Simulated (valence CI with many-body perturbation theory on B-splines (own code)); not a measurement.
## Missing levels of I XXI

Level of theory: valence CI with perturbative core correlation (CI+MBPT): five valence electrons over a frozen Dirac-Fock core [Ar] 3d10, radial functions for each j: 11 s, 11 p, 10 d, 8 f, 5 g, 2 h, with the one-electron correlation potential Σ1, the two-electron term Σ2, the three-electron term Σ3, Breit, model QED; selected CI, second order for the rest, scaled by the run's own slope (own B-spline code, finite nucleus).

No measured levels were compared; by estimate levels hold to about 250 cm⁻¹ or 0.2 % of their energy and the worst to 1 %, as in measured heavy ions of charge 2 to 7; those with d or f electrons hold less well. Among the levels kept, up to 2100 cm⁻¹ of a level comes from second order outside the variational space, and about a tenth of that is noise between levels of different J, which matters for small intervals.

```
                             Level  E (eV)
        (4s^2 4p1/2^2 4p3/2) J=3/2   0.000
        (4s^2 4p1/2 4p3/2^2) J=3/2  11.865
        (4s^2 4p1/2 4p3/2^2) J=5/2       ?
        (4s^2 4p1/2 4p3/2^2) J=1/2  18.818
              (4s^2 4p3/2^3) J=3/2       ?
        (4s 4p1/2^2 4p3/2^2) J=5/2       ?
        (4s 4p1/2^2 4p3/2^2) J=3/2  66.634
        (4s 4p1/2^2 4p3/2^2) J=1/2  67.294
      (4s 4p1/2 4p3/2^3) J=3/2 [a]       ?
          (4s 4p1/2 4p3/2^3) J=5/2  78.736
        (4s^2 4p1/2^2 4d3/2) J=3/2       ?
          (4s 4p1/2 4p3/2^3) J=1/2  83.820
      (4s 4p1/2 4p3/2^3) J=3/2 [b]  85.549
        (4s^2 4p1/2^2 4d5/2) J=5/2  86.743
    (4s^2 4p1/2 4p3/2 4d3/2) J=5/2  92.953
(4s^2 4p1/2 4p3/2 4d3/2) J=1/2 [a]       ?
    (4s^2 4p1/2 4p3/2 4d3/2) J=7/2  94.894
(4s^2 4p1/2 4p3/2 4d3/2) J=3/2 [a]  95.290
(4s^2 4p1/2 4p3/2 4d5/2) J=7/2 [a]  95.733
    (4s^2 4p1/2 4p3/2 4d5/2) J=9/2  98.439
```

Levels are named by their leading jj configuration (3d3/2^4 stands for four electrons in 3d with j = 3/2), which in mixed levels can hold well under half, so a name can repeat and another be missing. Letters in brackets count levels of one name in rising energy.

Question: The levels stand in rising order. What does the calculation give for the missing energies?

Answer: (4s^2 4p1/2 4p3/2^2) J=5/2 14.835; (4s^2 4p3/2^3) J=3/2 30.779; (4s 4p1/2^2 4p3/2^2) J=5/2 59.594; (4s 4p1/2 4p3/2^3) J=3/2 [a] 75.092; (4s^2 4p1/2^2 4d3/2) J=3/2 82.414; (4s^2 4p1/2 4p3/2 4d3/2) J=1/2 [a] 93.812.
